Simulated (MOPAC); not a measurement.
MOPAC input (PM7):

```
PM7 PRECISE GNORM=0.05 LET XYZ GEO-OK AUX(PRECISION=9) THREADS=1
C2H10GeN2

N     1.81268000 1    1.38735800 1    0.21559400 1
C     1.51129200 1    0.20440800 1   -0.59614600 1
Ge    0.01007900 1   -0.80741900 1    0.20802100 1
C    -1.51923000 1    0.43154400 1    0.43230100 1
N    -1.84332600 1    1.06767300 1   -0.84810100 1
H     2.59485500 1    1.90762800 1   -0.16489200 1
H     1.02484700 1    2.02199500 1    0.25670400 1
H     1.27412100 1    0.41500400 1   -1.64793500 1
H     2.38302000 1   -0.45210700 1   -0.59459900 1
H     0.42997300 1   -1.36324700 1    1.58380000 1
H    -0.38838400 1   -1.96840900 1   -0.72544100 1
H    -2.37532700 1   -0.16421500 1    0.75338600 1
H    -1.29340200 1    1.12956900 1    1.24999600 1
H    -1.07033100 1    1.62171000 1   -1.19545800 1
H    -2.63974500 1    1.68854600 1   -0.76161700 1
```

Output:

```
 *******************************************************************************
 **                                                                           **
 **                              MOPAC v23.2.5                                **
 **                                                                           **
 *******************************************************************************
 ** MOPAC's Digital Object Identifier: https://doi.org/10.5281/zenodo.6511958 **
 **                                                                           **
 ** Please cite the open-source release paper for use of this MOPAC version:  **
 ** J. E. Moussa and J. J. P. Stewart (2026)                                  **
 ** MOPAC: An open-source semiempirical molecular orbital program             **
 ** J. Open Source Softw., 11(119), 8025, https://doi.org/10.21105/joss.08025 **
 *******************************************************************************

                              PM7 CALCULATION RESULTS

 *******************************************************************************
 *  PM7        - The PM7 Hamiltonian to be used
 *  GEO-OK     - OVERRIDE INTERATOMIC DISTANCE AND OTHER SAFETY CHECKS
 *  LET        - OVERRIDE SOME SAFETY CHECKS
 *  PRECISE    - TIGHTER CRITERIA TO BE USED
 *  XYZ        - CARTESIAN COORDINATE SYSTEM TO BE USED
 *  GNORM      - EXIT WHEN GRADIENT NORM DROPS BELOW 0.050
 *  AUX        - OUTPUT AUXILIARY INFORMATION
 *******************************************************************************
PM7 PRECISE GNORM=0.05 LET XYZ GEO-OK AUX(PRECISION=9) THREADS=1
 C2H10GeN2

   ATOM   CHEMICAL          X               Y               Z
  NUMBER   SYMBOL      (ANGSTROMS)     (ANGSTROMS)     (ANGSTROMS)

     1       N          1.81268000  *   1.38735800  *   0.21559400  *
     2       C          1.51129200  *   0.20440800  *  -0.59614600  *
     3      Ge          0.01007900  *  -0.80741900  *   0.20802100  *
     4       C         -1.51923000  *   0.43154400  *   0.43230100  *
     5       N         -1.84332600  *   1.06767300  *  -0.84810100  *
     6       H          2.59485500  *   1.90762800  *  -0.16489200  *
     7       H          1.02484700  *   2.02199500  *   0.25670400  *
     8       H          1.27412100  *   0.41500400  *  -1.64793500  *
     9       H          2.38302000  *  -0.45210700  *  -0.59459900  *
    10       H          0.42997300  *  -1.36324700  *   1.58380000  *
    11       H         -0.38838400  *  -1.96840900  *  -0.72544100  *
    12       H         -2.37532700  *  -0.16421500  *   0.75338600  *
    13       H         -1.29340200  *   1.12956900  *   1.24999600  *
    14       H         -1.07033100  *   1.62171000  *  -1.19545800  *
    15       H         -2.63974500  *   1.68854600  *  -0.76161700  *

          CARTESIAN COORDINATES

    NO.       ATOM           X           Y           Z

     1         N          1.8127      1.3874      0.2156
     2         C          1.5113      0.2044     -0.5961
     3        Ge          0.0101     -0.8074      0.2080
     4         C         -1.5192      0.4315      0.4323
     5         N         -1.8433      1.0677     -0.8481
     6         H          2.5949      1.9076     -0.1649
     7         H          1.0248      2.0220      0.2567
     8         H          1.2741      0.4150     -1.6479
     9         H          2.3830     -0.4521     -0.5946
    10         H          0.4300     -1.3632      1.5838
    11         H         -0.3884     -1.9684     -0.7254
    12         H         -2.3753     -0.1642      0.7534
    13         H         -1.2934      1.1296      1.2500
    14         H         -1.0703      1.6217     -1.1955
    15         H         -2.6397      1.6885     -0.7616

 General Reference for PM7:
 "Optimization of Parameters for Semiempirical Methods VI: More Modifications to the
 NDDO Approximations and Re-optimization of Parameters", J. J. P. Stewart, J. Mol. Mod., 1:32, 19 (2013)
 https://link.springer.com/article/10.1007/s00894-012-1667-x

           Empirical Formula: C2 H10 N2 Ge  =    15 atoms

      MOLECULAR POINT GROUP   :   C2

      RHF CALCULATION, NO. OF DOUBLY OCCUPIED LEVELS = 16

          Geometry optimization using EF

          DIAGONAL MATRIX USED AS START HESSIAN

 CYCLE:     1  GRAD.:    26.155 HEAT:  17.20883
 CYCLE:     2  GRAD.:    89.875 HEAT:  19.76821
 CYCLE:     3  GRAD.:    46.095 HEAT:  17.13120
 CYCLE:     4  GRAD.:   154.813 HEAT:  25.95200
 CYCLE:     5  GRAD.:    44.936 HEAT:  17.34893
 CYCLE:     6  GRAD.:   115.109 HEAT:  23.03176
 CYCLE:     7  GRAD.:    46.146 HEAT:  17.05942
 CYCLE:     8  GRAD.:   128.207 HEAT:  23.64492
 CYCLE:     9  GRAD.:    62.692 HEAT:  17.62333
 CYCLE:    10  GRAD.:   124.041 HEAT:  23.90931
 CYCLE:    11  GRAD.:     8.068 HEAT:  16.04801
 CYCLE:    12  GRAD.:    19.401 HEAT:  16.19888
 CYCLE:    13  GRAD.:     3.456 HEAT:  15.99284
 CYCLE:    14  GRAD.:     2.841 HEAT:  15.98222
 CYCLE:    15  GRAD.:     2.031 HEAT:  15.96697
 CYCLE:    16  GRAD.:    15.915 HEAT:  16.02578
 CYCLE:    17  GRAD.:     4.518 HEAT:  15.94696
 CYCLE:    18  GRAD.:     9.987 HEAT:  15.97372
 CYCLE:    19  GRAD.:     8.416 HEAT:  15.96298
 CYCLE:    20  GRAD.:     6.438 HEAT:  15.96417
 CYCLE:    21  GRAD.:     2.080 HEAT:  15.92274
 CYCLE:    22  GRAD.:     7.059 HEAT:  15.93868
 CYCLE:    23  GRAD.:     1.059 HEAT:  15.91704
 CYCLE:    24  GRAD.:     2.692 HEAT:  15.91686
 CYCLE:    25  GRAD.:     1.183 HEAT:  15.90920
 CYCLE:    26  GRAD.:     1.467 HEAT:  15.90230
 CYCLE:    27  GRAD.:     3.471 HEAT:  15.90457
 CYCLE:    28  GRAD.:     0.623 HEAT:  15.89800
 CYCLE:    29  GRAD.:     0.454 HEAT:  15.89710
 CYCLE:    30  GRAD.:     0.991 HEAT:  15.89564
 CYCLE:    31  GRAD.:     0.587 HEAT:  15.89488
 CYCLE:    32  GRAD.:     0.239 HEAT:  15.89457
 CYCLE:    33  GRAD.:     0.295 HEAT:  15.89444
 CYCLE:    34  GRAD.:     0.332 HEAT:  15.89424
 CYCLE:    35  GRAD.:     0.486 HEAT:  15.89357
 CYCLE:    36  GRAD.:     0.639 HEAT:  15.89244
 CYCLE:    37  GRAD.:     0.594 HEAT:  15.89106
 CYCLE:    38  GRAD.:     0.366 HEAT:  15.89044
 CYCLE:    39  GRAD.:     0.318 HEAT:  15.89015
 CYCLE:    40  GRAD.:     0.129 HEAT:  15.89001
 CYCLE:    41  GRAD.:     0.108 HEAT:  15.88992
 CYCLE:    42  GRAD.:     0.257 HEAT:  15.88956
 CYCLE:    43  GRAD.:     0.439 HEAT:  15.88899
 CYCLE:    44  GRAD.:     0.619 HEAT:  15.88799
 CYCLE:    45  GRAD.:     0.186 HEAT:  15.88721
 CYCLE:    46  GRAD.:     0.091 HEAT:  15.88715
 CYCLE:    47  GRAD.:     0.031 HEAT:  15.88714

     GRADIENT =  0.03082 IS LESS THAN CUTOFF =  0.05000

 -------------------------------------------------------------------------------
 PM7 PRECISE GNORM=0.05 LET XYZ GEO-OK AUX(PRECISION=9) THREADS=1
 C2H10GeN2

     GEOMETRY OPTIMISED USING EIGENVECTOR FOLLOWING (EF).
     SCF FIELD WAS ACHIEVED

                              PM7 CALCULATION
                                                       MOPAC v23.2.5 Linux

          FINAL HEAT OF FORMATION =         15.88714 KCAL/MOL =      66.47177 KJ/MOL

          COSMO AREA              =        138.14 SQUARE ANGSTROMS
          COSMO VOLUME            =        133.30 CUBIC ANGSTROMS

          GRADIENT NORM           =          0.03082          =       0.00796 PER ATOM
          IONIZATION POTENTIAL    =          9.175583 EV
          HOMO LUMO ENERGIES (EV) =         -9.176 -0.068
          NO. OF FILLED LEVELS    =         16
          MOLECULAR WEIGHT        =        134.7044         POINT GROUP:  C2

          MOLECULAR DIMENSIONS (Angstroms)

            Atom       Atom       Distance
            H    15    H     9     5.43344
            H     6    H    11     4.63044
            H    10    H     8     3.44721

          SCF CALCULATIONS        =         48

   ATOM   CHEMICAL          X               Y               Z
  NUMBER   SYMBOL      (ANGSTROMS)     (ANGSTROMS)     (ANGSTROMS)

     1       N          1.77814006  *   1.34601109  *   0.24736776  *
     2       C          1.50066875  *   0.20496433  *  -0.62875237  *
     3      Ge          0.00970355  *  -0.77597438  *   0.19991610  *
     4       C         -1.50875301  *   0.44808255  *   0.46051185  *
     5       N         -1.80768922  *   1.01692854  *  -0.85616652  *
     6       H          2.62228333  *   1.82984473  *  -0.02314432  *
     7       H          1.01553108  *   2.00347795  *   0.24864762  *
     8       H          1.22789513  *   0.46260746  *  -1.66371466  *
     9       H          2.37658002  *  -0.46725408  *  -0.66199664  *
    10       H          0.47270589  *  -1.28675490  *   1.54621379  *
    11       H         -0.43333601  *  -1.88420215  *  -0.72921678  *
    12       H         -2.36881838  *  -0.14476990  *   0.81971890  *
    13       H         -1.24834161  *   1.18002757  *   1.24052092  *
    14       H         -1.06071670  *   1.60960690  *  -1.17959716  *
    15       H         -2.66455351  *   1.55132553  *  -0.84791251  *

                             CARTESIAN COORDINATES

   1    N        1.778140065     1.346011091     0.247367760
   2    C        1.500668753     0.204964328    -0.628752366
   3   Ge        0.009703553    -0.775974381     0.199916097
   4    C       -1.508753009     0.448082549     0.460511853
   5    N       -1.807689224     1.016928542    -0.856166517
   6    H        2.622283325     1.829844728    -0.023144322
   7    H        1.015531085     2.003477952     0.248647617
   8    H        1.227895133     0.462607457    -1.663714657
   9    H        2.376580022    -0.467254085    -0.661996638
  10    H        0.472705892    -1.286754901     1.546213791
  11    H       -0.433336008    -1.884202152    -0.729216783
  12    H       -2.368818376    -0.144769897     0.819718901
  13    H       -1.248341610     1.180027573     1.240520917
  14    H       -1.060716699     1.609606904    -1.179597161
  15    H       -2.664553505     1.551325533    -0.847912507

           Empirical Formula: C2 H10 N2 Ge  =    15 atoms

      MOLECULAR POINT GROUP   :   C2

                  EIGENVALUES
 -35.66756 -35.25267 -23.08539 -22.92817 -17.75230 -16.55057 -16.54906 -15.96172
 -15.64836 -14.18069 -13.40006 -11.35060 -11.15703 -10.75668  -9.22523  -9.17558
  -0.06834   0.52932   1.72192   3.50612   3.62580   4.30919   5.30350   5.36614
   5.92414   6.00545   6.19992   6.31450   6.97226   7.06922

              NET ATOMIC CHARGES AND DIPOLE CONTRIBUTIONS

  ATOM NO.   TYPE          CHARGE      No. of ELECS.   s-Pop       p-Pop
    1          N          -0.613404        5.6134     1.63529     3.97811
    2          C          -0.250435        4.2504     1.05618     3.19426
    3         Ge          -0.085814        4.0858     1.00889     3.07692
    4          C          -0.250450        4.2505     1.05618     3.19427
    5          N          -0.613394        5.6134     1.63530     3.97809
    6          H           0.244947        0.7551     0.75505
    7          H           0.243642        0.7564     0.75636
    8          H           0.137752        0.8622     0.86225
    9          H           0.164215        0.8358     0.83579
   10          H           0.116195        0.8838     0.88381
   11          H           0.116194        0.8838     0.88381
   12          H           0.164214        0.8358     0.83579
   13          H           0.137755        0.8622     0.86224
   14          H           0.243639        0.7564     0.75636
   15          H           0.244945        0.7551     0.75505
 DIPOLE           X         Y         Z       TOTAL
 POINT-CHG.     0.005    -0.387     0.100     0.400
 HYBRID        -0.023     1.843    -0.475     1.904
 SUM           -0.018     1.456    -0.375     1.504

          ATOMIC ORBITAL ELECTRON POPULATIONS

     Atom    s        px        py        pz
    1  N   1.63529   1.19334   1.20388   1.58089
    2  C   1.05618   1.14127   1.00510   1.04788
    3 Ge   1.00889   0.93198   1.03400   1.11094
    4  C   1.05618   1.13865   1.10750   0.94811
    5  N   1.63530   1.19106   1.48727   1.29976
    6  H   0.75505
    7  H   0.75636
    8  H   0.86225
    9  H   0.83579
   10  H   0.88381
   11  H   0.88381
   12  H   0.83579
   13  H   0.86224
   14  H   0.75636
   15  H   0.75505

 **********************
 *                    *
 * JOB ENDED NORMALLY *
 *                    *
 **********************

 == MOPAC DONE ==
```

The geometry given is a B3LYP-D3(BJ)/def2-TZVP minimum.
